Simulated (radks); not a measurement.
Problem. Ru2+, 42 electrons, occupied as [Kr] 4d4 5s1.5 5p0.5 (fractional occupations, a model configuration). Calculated with a radial shooting solver on a logarithmic mesh with Libxc functionals: non-relativistic Kohn-Sham, r2SCAN, spin-polarised, spherical densities, point nucleus; open shells are filled with parallel spins first (spin-orbit coupling, left out, can overturn this in heavy ions); meta-GGA in the generalised Kohn-Sham scheme; relativity is left out, which matters for an element this heavy. Some entries of the table are withheld. Estimate them.

orbital  occ.  eigenvalue (hartree)  <1/r> (bohr^-1)
1s up       1             -786.6927            43.48
1s down     1             -786.6921            43.48
2s up       1             -112.5397            9.852
2s down     1             -112.5002            9.854
2p up       3             -104.0985            9.834
2p down     3             -104.0699            9.835
3s up       1             -20.89401            3.463
3s down     1             -20.88355            3.461
3p up       3             -17.56432            3.367
3p down     3             -17.54850            3.366
3d up       5             -11.47551            3.194
3d down     5             -11.44418            3.193
4s up       1              -3.88769            1.308
4s down     1              -3.72399            1.318
4p up       3              -2.87439            1.202
4p down     3              -2.70345            1.212
4d up       4              -1.26685              (1)
4d down     0              -1.08875              (2)
5s up       1              -0.84865           0.4944
5s down   0.5              -0.74544           0.4604
5p up     0.5              -0.61525           0.4293
5p down     0              -0.53611           0.4017

Solution. 
(1) 4d up <1/r> (bohr^-1): 0.9435
(2) 4d down <1/r> (bohr^-1): 0.9417
